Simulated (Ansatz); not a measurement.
Basis sets compared for In(NH3)F3 (InNF₃H₃). Total charge 0; singlet. Geometry PBE0-D4/def2-SVP. Ansatz on 4 threads of Arm Neoverse N1 on a shared host; times are rough, and most runs start from earlier orbitals.

```csv
atom,x (Å),y (Å),z (Å)
In1,-0.789,-0.504,-0.722
N2,0.735,0.469,0.672
H3,1.659,0.056,0.535
H4,0.462,0.336,1.647
H5,0.798,1.471,0.487
F6,-2.000,-1.171,0.664
F7,0.430,-1.770,-1.582
F8,-1.295,1.114,-1.700
```

In the def2 sets In takes a core potential; there is no spin–orbit coupling.

Binding counts from free atoms (In doublet, N quartet, H doublet, F doublet) in the same basis, without a counterpoise term.

| level | functions | energy (Eh) | HOMO (eV) | LUMO (eV) | binding per atom (eV) | wall time |
| --- | --- | --- | --- | --- | --- | --- |
| PBE-D4/def2-SVP | 97 | -545.6981 | -7.53 | -2.42 | 3.42 | 1.2 s |
| PBE0-D4/def2-SVP | 97 | -545.6996 | -9.64 | -1.52 | 3.28 | 1.9 s |

Estimate the rows for PBE-D4/def2-TZVP, PBE0-D4/def2-TZVP.


| level | functions | energy (Eh) | HOMO (eV) | LUMO (eV) | binding per atom (eV) | wall time |
| --- | --- | --- | --- | --- | --- | --- |
| PBE-D4/def2-TZVP | 192 | -546.1673 | -8.06 | -2.79 | 3.44 | 2.5 s |
| PBE0-D4/def2-TZVP | 192 | -546.1625 | -10.03 | -1.84 | 3.31 | 3.8 s |
